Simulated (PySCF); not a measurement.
## How methods differ on the ionisation energy of Dy(38+)

Dy(38+) [Ar] 3d10 (1S) → Dy(39+) [Ar] 3d9 (2D), as a difference of total energies. Computed with PySCF 2.14 in an uncontracted even-tempered set (18 s from 6.9 bohr⁻², ratio 2.5; 13 p from 9 bohr⁻², ratio 2.5; 8 d from 9 bohr⁻², ratio 2.5; 4 f from 40 bohr⁻², ratio 2.7; 3 g from 60 bohr⁻², ratio 2.7), with the spin-free X2C one-electron Hamiltonian (Gaussian nucleus). Correlated levels: outer shells: [Ne] frozen; virtual orbitals above 40 to 60 times the deepest correlated orbital energy dropped. The calculations carry no spin-orbit coupling.

| method | ionisation energy (eV) |
| --- | --- |
| UHF | 2899.6 |
| LDA | 2897.9 |
| PBE | 2897.1 |
| PBE0 | 2898.4 |
| r2SCAN | 2898.8 |
| M06-L | 2900.5 |
| TPSS | 2896.2 |
| MP2 (outer shells) | 2901.3 |
| SCS-MP2 (outer shells) | 2901.0 |

A first-order spin-orbit estimate (lowest level to lowest level, LS coupling) adds -15.133 eV.

Breit and QED terms and the two-electron picture change are absent.

For comparison: 2882 ± 4 eV (theoretical estimate listed by NIST; NIST Atomic Spectra Database, ionization energies).
